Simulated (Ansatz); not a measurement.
C2H10B2Si (`BC(C)B[SiH3]`) at its PBE0-D4/def2-TZVP geometry, where that method's forces vanish. The species carries charge 0 and has multiplicity 1.

```json
{"atom": "B1", "x (Å)": "0.255", "y (Å)": "-1.597", "z (Å)": "-0.154"}
{"atom": "C2", "x (Å)": "0.158", "y (Å)": "-0.275", "z (Å)": "0.661"}
{"atom": "C3", "x (Å)": "0.997", "y (Å)": "-0.165", "z (Å)": "1.924"}
{"atom": "B4", "x (Å)": "0.187", "y (Å)": "0.849", "z (Å)": "-0.390"}
{"atom": "Si5", "x (Å)": "-1.233", "y (Å)": "1.114", "z (Å)": "-1.795"}
{"atom": "H6", "x (Å)": "0.951", "y (Å)": "-2.491", "z (Å)": "0.237"}
{"atom": "H7", "x (Å)": "-0.405", "y (Å)": "-1.762", "z (Å)": "-1.139"}
{"atom": "H8", "x (Å)": "-0.924", "y (Å)": "-0.470", "z (Å)": "0.870"}
{"atom": "H9", "x (Å)": "0.672", "y (Å)": "0.665", "z (Å)": "2.555"}
{"atom": "H10", "x (Å)": "2.043", "y (Å)": "0.017", "z (Å)": "1.665"}
{"atom": "H11", "x (Å)": "0.959", "y (Å)": "-1.078", "z (Å)": "2.523"}
{"atom": "H12", "x (Å)": "1.141", "y (Å)": "1.581", "z (Å)": "-0.410"}
{"atom": "H13", "x (Å)": "-2.430", "y (Å)": "0.245", "z (Å)": "-1.603"}
{"atom": "H14", "x (Å)": "-1.694", "y (Å)": "2.533", "z (Å)": "-1.794"}
{"atom": "H15", "x (Å)": "-0.676", "y (Å)": "0.834", "z (Å)": "-3.150"}
```

Q: For each bond, give half the difference of the two atoms' forces along it (eV/Å; positive pushes the atoms apart) under PBE-D4, r2SCAN-D4, B3LYP-D4, ωB97M-V in def2-TZVPP. (Best estimate.)

A: Computed: 
| bond | length (Å) | PBE-D4 | r2SCAN-D4 | B3LYP-D4 | ωB97M-V |
| --- | --- | --- | --- | --- | --- |
| B1–C2 | 1.556 | 0.02 | 0.02 | 0.04 | 0.06 |
| B1–H6 | 1.198 | 0.10 | -0.03 | -0.15 | -0.15 |
| B1–H7 | 1.197 | 0.01 | -0.06 | -0.12 | -0.10 |
| C2–C3 | 1.521 | -0.03 | 0.13 | 0.25 | 0.21 |
| C2–B4 | 1.539 | 0.01 | 0.02 | 0.02 | 0.03 |
| C2–H8 | 1.119 | 0.19 | 0.00 | -0.11 | -0.10 |
| C3–H9 | 1.093 | 0.09 | -0.04 | -0.07 | -0.08 |
| C3–H10 | 1.092 | 0.11 | -0.04 | -0.06 | -0.08 |
| C3–H11 | 1.093 | 0.09 | -0.05 | -0.06 | -0.08 |
| B4–Si5 | 2.015 | -0.15 | -0.03 | 0.07 | 0.08 |
| B4–H12 | 1.202 | 0.11 | -0.02 | -0.15 | -0.14 |
| Si5–H13 | 1.491 | 0.09 | -0.02 | -0.06 | -0.09 |
| Si5–H14 | 1.492 | 0.11 | -0.01 | -0.07 | -0.11 |
| Si5–H15 | 1.492 | 0.11 | -0.01 | -0.06 | -0.12 |

B3LYP here is the variant with VWN-RPA as its local correlation; programs differ in this.
